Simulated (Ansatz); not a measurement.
Stepwise reaction of `CBB(C)[SiH3]` with hydrogen, as a gas-phase model of exchange steps in deposition or etching. ΔE in kJ/mol.

Calculated with Ansatz (gas phase, PBE0-D4/def2-TZVP geometries, no zero-point term in ΔE). CCSD(T)/CBS is the MP2 limit (def2-TZVPP, def2-QZVPP) plus CCSD(T) − MP2 in def2-TZVPP, frozen cores. This one scheme is used for every species. DFT in def2-TZVPP. B3LYP here is the variant with VWN-RPA as its local correlation; programs differ in this. Each species was taken in one conformer, which may not be the lowest.

| step | reaction | PBE-D4 | B3LYP-D4 | ωB97M-V | CCSD(T)/CBS |
| --- | --- | --- | --- | --- | --- |
| 1 | `CBB(C)[SiH3]` + H₂ → `CB[SiH3]` + `BC` | 3.8 | -12.4 | -17.6 | -16.4 |
| 2 | `CB[SiH3]` + H₂ → SiH₄ + `BC` | -25.0 | -39.2 | -41.8 | -38.0 |

Problem. By hand: ΔE of the 2 steps together at CCSD(T)/CBS.

Solution. (-16.4) + (-38.0) = -54.4 kJ/mol, or -27.2 kJ/mol a step.

In ΔE each step is lower than the one before. All are downhill at CCSD(T)/CBS. PBE-D4 differs from CCSD(T)/CBS by 13.0 to 20.2 kJ/mol a step. Isolated molecules leave out the surface, adducts and barriers. Largest T1 diagnostic: 0.013.
